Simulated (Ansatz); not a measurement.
Cartesian coordinates (Å):
SMILES: [SiH3]c1c(Cl)ccc2sccc12
```xyz
18

Si     2.4727    -0.7345    -0.0270
C      0.8300     0.1930     0.0362
C      0.8284     1.5792     0.1797
Cl     2.3484     2.4217     0.2968
C     -0.3428     2.3511     0.2365
C     -1.5774     1.7318     0.1482
C     -1.6197     0.3432     0.0036
S     -3.0471    -0.6364    -0.1259
C     -2.0905    -2.0707    -0.2557
C     -0.7517    -1.8349    -0.2050
C     -0.4370    -0.4390    -0.0542
H      3.2417    -0.5265     1.2344
H      3.2894    -0.2772    -1.1888
H      2.2075    -2.1951    -0.1826
H     -0.2659     3.4332     0.3500
H     -2.4955     2.3213     0.1912
H     -2.5856    -3.0352    -0.3653
H     -0.0050    -2.6249    -0.2722
```
Charge 0, spin multiplicity 1.

The numbers are results of frozen-core CCSD(T)/cc-pVDZ // PBE0-D3(BJ)/def2-SVP in Ansatz (a quantum-chemistry and plane-wave program), not measurements. The restricted HF reference is unstable towards unrestricted orbitals.

| Item | Result |
|---|---|
| HF energy | -1452.99873 Ha |
| MP2 correlation energy | -1.41275 Ha |

**Question.** Estimate the CCSD correlation energy, the (T) correction, the total energy and the T1 diagnostic.

**Answer.** 
| Quantity | Result |
|---|---|
| CCSD correlation energy | -1.47476 Ha |
| (T) correction | -0.06719 Ha |
| CCSD(T) total energy | -1454.54068 Ha |
| T1 diagnostic | 0.012 |
